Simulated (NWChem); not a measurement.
# C3H10Si; SMILES CCC[SiH3]

```xyz
14

Si     0.0773     1.7850     0.0000
C     -0.5838     0.0174     0.0000
C      0.4920    -1.0692     0.0000
C     -0.0755    -2.4815     0.0000
H     -1.0496     2.7696     0.0000
H      0.9217     2.0339    -1.2114
H      0.9217     2.0339     1.2114
H     -1.2418    -0.0969    -0.8804
H     -1.2418    -0.0969     0.8804
H      1.1479    -0.9386    -0.8789
H      1.1479    -0.9386     0.8789
H     -0.7037    -2.6590     0.8879
H      0.7233    -3.2393     0.0000
H     -0.7037    -2.6590    -0.8879
```
Atoms are numbered in this order, from 1.

The geometry was optimised at PBE0/def2-SVP.

Symmetry labels are those of Cs in the frame above (b1 and b2, or b-type labels, depend on it).

### Question
List the 4 lowest vertical singlet excitations from PBE0/6-31G* (spherical d), TDA (NWChem).

### Answer
| state | energy (eV) | oscillator strength | symmetry | leading excitation (squared amplitude) |
|---|---|---|---|---|
| S1 | 8.66 | 0.233 | a' | HOMO → LUMO (0.95) |
| S2 | 9.00 | 0.011 | a' | HOMO−2 → LUMO (0.54) |
| S3 | 9.02 | 0.001 | a" | HOMO−1 → LUMO (0.64) |
| S4 | 9.27 | 0.012 | a' | HOMO → LUMO+1 (0.53) |
